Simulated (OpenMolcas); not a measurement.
**Fe4+: moving or changing the point charges**

Fe4+ among 4 point charges of -1.5 e arranged as a square (D4h), 2.14 Å from the ion.

* Program: OpenMolcas 26.06
* Method: CASSCF
* Basis: ANO-RCC-VDZP [5s4p2d1f]
* Scalar Hamiltonian: DKH2, point nucleus
* Active space: 4 electrons in 5 orbitals (3d)
* State averaging: 2S+1 = 5 even, 5 roots; 2S+1 = 3 even, 45 roots; 2S+1 = 1 even, 50 roots
* Spin-orbit coupling: state interaction with AMFI integrals over the reference wave functions

Runs around this geometry, states (labels of D4, the rotations of D4h). Energies in cm-1 above the lowest state or level, χT in cm3 K/mol.

```json
{"R (Å)": "2.14", "q (e)": "-1.2", "Ground state": "5B1", "First state of that spin": "5B2 901.2", "First gap with spin-orbit (degeneracies)": "0.8 (1, 1)", "χT at 300 K": "1.997", "First state of another spin": "3B1 27816"}
{"R (Å)": "2.03", "q (e)": "-1.5", "Ground state": "5B1", "First state of that spin": "5B2 1435", "First gap with spin-orbit (degeneracies)": "0.4 (1, 1)", "χT at 300 K": "2.264", "First state of another spin": "3B1 28061"}
{"R (Å)": "2.14", "q (e)": "-1.5", "Ground state": "5B1", "First state of that spin": "5B2 1119", "First gap with spin-orbit (degeneracies)": "0.5 (1, 1)", "χT at 300 K": "2.121", "First state of another spin": "3B1 27963"}
{"R (Å)": "2.37", "q (e)": "-1.5", "Ground state": "5B1", "First state of that spin": "5B2 695.7", "First gap with spin-orbit (degeneracies)": "0.9 (1, 1)", "χT at 300 K": "1.875", "First state of another spin": "3B1 27752"}
```

Taking the first state of the same spin as R^-n, n = -ln(695.7 / 1435) / ln(2.37 / 2.03) = 4.7 between the shortest and longest distance.

Scaling the charges by -1.2 / -1.5 = 0.80 scales the first state of the same spin by 901.2 / 1119 = 0.81; with fixed orbitals a first-order splitting would follow the charge.

Without dynamic correlation the repulsion within the d shell is too large (B by tens of per cent), so at a given field states of lower spin stand too high. Point charges give a weaker field than real ligands, and real ions of this kind are often low spin; the high spin found here belongs to the model. The ground term spreads over less than 5000 cm-1, several times less than with real ligands, so orbital moments are less quenched and χT lies further from the spin-only value than at real sites (holds for R = 2.14, q = -1.2; R = 2.37, q = -1.5). Point charges carry no covalency, so the field is a model and not that of real ligands. No measured value stands beside these numbers.
